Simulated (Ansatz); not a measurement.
Gas-phase electronic energies from Ansatz, PBE0-D4/def2-TZVP geometries. CBS: MP2 limit from def2 TZ/QZ plus the TZ coupled-cluster correction, frozen cores. Functionals use def2-TZVPP. Elements past krypton have def2 core potentials. For Br, Sn outer-core shells are correlated without core-valence functions, which leaves a few kJ/mol of doubt a bond. Scalar relativity is left out up to krypton. One conformer a species, not always the lowest.

Consider the redistribution: `[CH3][Sn][OH]` + `O[SiH2][SiH2]Br` → `[CH3][Sn][Br]` + `O[SiH2][SiH2]O`.

```csv
species,revPBE-D4 energy (Eh)
`[CH3][Sn][OH]`,-330.13426
`O[SiH2][SiH2]Br`,-3231.16034
`[CH3][Sn][Br]`,-2828.26464
`O[SiH2][SiH2]O`,-733.05289
```

Problem. Work out ΔE.

Solution. ΔE = (-2828.26464) + (-733.05289) − (-330.13426) − (-3231.16034) = -0.02293 Eh = -60.2 kJ/mol. CCSD(T)/CBS gives -69.1 kJ/mol.

Largest T1 diagnostic among the species: 0.016.

At CCSD(T), def2-SVP lies −5.7 kJ/mol from the extrapolated value and def2-TZVPP −0.3 kJ/mol. Leaving LDA and LC-ωPBE aside and taking each functional with its dispersion term where it has one, the values, not all of them listed here, spread over 23.7 kJ/mol, from BHLYP-D4 to revPBE-D4. LDA lies −4.4 kJ/mol from PBE without D4.
